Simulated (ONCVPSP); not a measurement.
Plane-wave convergence, ONCV potential for chlorine

ONCVPSP 4.0.1 input, shortened (lines: element, Z, core and valence counts, functional; n l f; lmax; l rc ep ncon nbas qcut; lloc lpopt rc5 dvloc0; l nproj debl; icmod fcfact rcfact), PBEsol, scalar-relativistic:

```
  Cl 17.00    1    4  -116133      upf
    1    0    2.00
    2    0    2.00
    2    1    6.00
    3    0    2.00
    3    1    5.00
    2
    0    0.65    0.00    4    8   20.30
    1    0.70    0.00    4    8   16.70
    2    0.70    0.46    3    7   12.20
    4    4    0.55    1.00
    0    3    0.70
    1    2    1.20
    2    2    1.10
    3    2.75    1.30
```

In the s channel the program set the typed energies aside and used -9.268, -0.758, 0.250 Ha.

For each optimised wave give the share of its norm inside rc, the residual kinetic energy above qcut (Ha) and the cutoffs (Ha) for errors of 10, 1, 0.1 and 0.01 mHa per electron.

| wave | norm inside rc | residual KE | 10 mHa | 1 mHa | 0.1 mHa | 0.01 mHa |
| --- | --- | --- | --- | --- | --- | --- |
| 2s | 0.868 | 6.1e-07 | 99.8 | 135.1 | 161.9 | 182.5 |
| 3s | 0.047 | 5.4e-07 | 65.2 | 117.0 | 150.5 | 176.5 |
| s projector 3 | 0.009 | 1.2e-07 | 25.1 | 88.6 | 130.7 | 161.6 |
| 2p | 0.914 | 8.5e-04 | 117.7 | 138.9 | 392.6 | 537.3 |
| 3p | 0.037 | 3.5e-04 | 103.1 | 128.7 | 198.8 | 481.4 |
| d projector 1 | 0.029 | 2.9e-04 | 38.1 | 62.2 | 126.4 | 387.0 |
| d projector 2 | 0.036 | 4.2e-04 | 42.5 | 66.2 | 123.5 | 503.5 |

The occupied waves need 139 Ha and 393 Ha for 1 and 0.1 mHa. Rows with under 1 % of the norm inside rc give no meaningful cutoff. Its largest configuration-test error is -400 meV.
